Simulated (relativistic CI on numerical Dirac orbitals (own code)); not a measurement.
S V: from the plainest model towards the measured levels

Calculated with a relativistic CI code on KLI orbitals (one set per configuration, finite nucleus), adding one ingredient at a time: step 1, Dirac-Coulomb, each configuration alone; step 2, with Breit and QED terms; step 3, with configuration mixing; step 4, with scaled Slater integrals (0.85); step 5, with a P86 correlation estimate; step 6, tied to the ionisation limit. P86 is a density functional for the correlation energy, evaluated here for each configuration and added to its levels. Step 6 is semi-empirical: configurations made of the next ion and one excited electron move by 1058 cm⁻¹, so that their limit matches the tabulated ionisation energy, and those with a non-penetrating f or g electron also take the P86 value of the least penetrating other one.

Configurations in the expansion (outside the closed core [Ne]): 3s², 3s3p, 3p², 3s3d, 3s4s, 3p3d, 3s4p, 3s4d, 3s4f, 3p4s, 3s5p, 3p4p, 3s5d, 3s5f, 3s5g, 3s6s.

Computed minus measured energy above the ground level, in cm⁻¹, for 26 of the 61 excited levels that pair in every step (one J of a term; a digit in brackets numbers repeated terms):

| Configuration | Term | J | Measured | Step 1 | Step 2 | Step 3 | Step 4 | Step 5 | Step 6 |
| --- | --- | --- | --- | --- | --- | --- | --- | --- | --- |
| 3s3p | 3P° | 0 | 83024 | -10937 | -10968 | -1859 | -1997 | -1551 | -498 |
| 3s3p | 1P° | 1 | 127151 | 3635 | 3567 | 2049 | -4016 | -3539 | -2517 |
| 3p² | 1D | 2 | 193739 | 13032 | 12891 | -1592 | -428 | 499 | 756 |
| 3p² | 3P | 0 | 199967 | -9364 | -9465 | 1241 | -347 | 501 | 501 |
| 3s3d | 3D | 1 | 234942 | -9864 | -10001 | 667 | -1198 | -34 | 1024 |
| 3s3d | 1D | 2 | 270700 | -22656 | -22804 | 11592 | 1542 | 2647 | 3449 |
| 3s4s | 3S | 1 | 311595 | -11077 | -11173 | -2502 | -4247 | -1220 | -173 |
| 3s4s | 1S | 0 | 320108 | -7915 | -8010 | -1349 | -4352 | -1321 | -285 |
| 3p3d | 3F° | 2 | 323133 | -11028 | -11213 | -1612 | -1082 | 338 | 327 |
| 3p3d | 1D° | 2 | 328454 | -11711 | -11931 | -1225 | -1577 | -213 | -213 |
| 3s4p | 3P° | 0 | 349122 | -11366 | -11473 | -1270 | -3686 | -326 | 725 |
| 3s4p | 1P° | 1 | 349534 | -6311 | -6430 | -976 | -3053 | 233 | 1210 |
| 3s4d | 3D | 1 | 396026 | -11047 | -11185 | -1823 | -4063 | -367 | 672 |
| 3s4d | 1D | 2 | 397605 | -9445 | -9587 | -839 | -3374 | 304 | 1323 |
| 3s4f | 3F° | 2 | 410910 | -13323 | -13460 | -1864 | -4730 | 3165 | 1867 |
| 3s4f | 1F° | 3 | 417985 | -17963 | -18101 | 2007 | -3873 | 3283 | 2119 |
| 3p4s | 3P° | 0 | 420742 | -12135 | -12270 | -1108 | -3760 | -566 | -556 |
| 3p4s | 1P° | 1 | 424526 | -9517 | -9694 | 1145 | -2184 | 1271 | 1437 |
| 3s5p | 3P° | 2 | 445498 | -13221 | -13353 | -2476 | -5183 | -3 | 1050 |
| 3s5p | 1P° | 1 | 447926 | -13801 | -13930 | 1583 | -2714 | 2198 | 3135 |
| 3p4p | 1P | 1 | 450092 | -12842 | -13022 | -2294 | -3941 | -387 | -385 |
| 3p4p | 3D | 1 | 452084 | -11973 | -12135 | -1196 | -3427 | 216 | 281 |
| 3s5d | 3D | 1 | 468048 | -14046 | -14184 | -2318 | -5298 | -131 | 879 |
| 3s5f | 3F° | 2 | 473926 | -13852 | -13989 | -3044 | -5787 | 2135 | 842 |
| 3s5g | 1G | 4 | 474477 | -13134 | -13269 | -2558 | -5306 | 2591 | 1330 |
| 3s5g | 3G | 3 | 474507 | -13273 | -13408 | -2696 | -5428 | 2468 | 1207 |

Mean absolute errors in cm⁻¹, over all paired levels and for the first 12 configurations:

| Configuration, levels | Step 1 | Step 2 | Step 3 | Step 4 | Step 5 | Step 6 |
| --- | --- | --- | --- | --- | --- | --- |
| all, 61 | 11565 | 11700 | 2088 | 3334 | 1203 | 1066 |
| 3s3p, 4 | 9097 | 9123 | 1915 | 2512 | 2058 | 1013 |
| 3p², 5 | 9334 | 9408 | 4019 | 1292 | 1548 | 1600 |
| 3s3d, 4 | 13059 | 13207 | 3393 | 1289 | 692 | 1625 |
| 3s4s, 2 | 9496 | 9592 | 1926 | 4300 | 1270 | 229 |
| 3p3d, 11 | 10203 | 10379 | 1551 | 1835 | 889 | 869 |
| 3s4p, 4 | 10083 | 10199 | 1193 | 3515 | 290 | 858 |
| 3s4d, 4 | 10655 | 10796 | 1577 | 3894 | 354 | 832 |
| 3s4f, 4 | 14484 | 14622 | 1899 | 4515 | 3194 | 1930 |
| 3p4s, 4 | 11454 | 11617 | 1112 | 3361 | 737 | 770 |
| 3s5p, 2 | 13511 | 13642 | 2030 | 3948 | 1101 | 2093 |
| 3p4p, 5 | 12071 | 12250 | 1426 | 3690 | 367 | 408 |
| 3s5d, 3 | 14081 | 14221 | 2309 | 5298 | 138 | 868 |

Measured levels: NIST levels in Podobedova, Kelleher and Wiese, J. Phys. Chem. Ref. Data 38, 171 (2009); Martin, Zalubas and Musgrove, J. Phys. Chem. Ref. Data 19, 821 (1990).

Question: What does each ingredient do to the ground and the excited configurations, and where is the model closest to experiment?

Answer: Mixing lowers the ground level by 10712, with 3p² as its largest admixture; relative to it the configurations that move most are 3s3d by +16600, 3s4f by +13726, 3s5p by +13196. Configurations whose own partners of that kind are not in the list rise by much of that lowering, so a short list can trade one imbalance for another. The P86 estimate moves 3s5g by +7897, 3s5f by +7896, 3s4f by +7710, and takes the mean absolute error of the excited configurations from 3334 to 1203. Step 6 takes that error from 1203 to 1066; the error more than halves for 3s3p, 3s4s; 3s5f, 3s5g gain from the shift and the changed P86 value together; it grows for 3s3d, 3s4p, 3s4d, 3s5p, 3s5d, 3s6s. The shift fits the limit, so it does little for low levels whose errors differ from those near the limit. The mean absolute error is lowest at step 6 (1066 cm⁻¹), and the largest single drop is from step 2 to 3 (11700 to 2088).
